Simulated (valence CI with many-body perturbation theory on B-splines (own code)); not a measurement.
**As19+: configurations and terms from energies and g**

Calculated by relativistic CI+MBPT: four valence electrons over a frozen Dirac-Fock core [Ne], a basis of 11 s, 11 p, 9 d, 7 f, 5 g, 2 h, 1 i functions for each j, with the one-electron correlation potential Σ1, the two-electron term Σ2, the three-electron term Σ3, Breit, model QED; selected CI, second order for the rest (own B-spline code, finite nucleus).

No measured spectrum was set against this ion. As an estimate, levels of excited configurations hold to 0.05 to 0.15 % of their energy, terms of the ground configuration to about 0.5 %.

```csv
No.,J,Parity,E (eV),g
2,1,even,5.083,1.499
6,2,odd,46.694,1.964
7,1,odd,58.852,0.638
8,2,odd,59.216,1.237
9,3,odd,61.212,1.332
11,1,odd,68.653,1.388
15,2,odd,82.454,0.693
16,3,odd,85.101,1.087
18,4,odd,89.862,1.249
```

Energies count from the lowest level. Strongly mixed levels and levels close to another of their J and parity, and those with J = 0 are left out, so the numbers can have gaps.

Question: Give configuration and LS term of each level.

Answer: 2: 3s2 3p2 3P; 6: 3s 3p3 5S°; 7: 3s 3p3 3D°; 8: 3s 3p3 3D°; 9: 3s 3p3 3D°; 11: 3s 3p3 3P°; 15: 3s2 3p 3d 3F°; 16: 3s2 3p 3d 3F°; 18: 3s2 3p 3d 3F°.
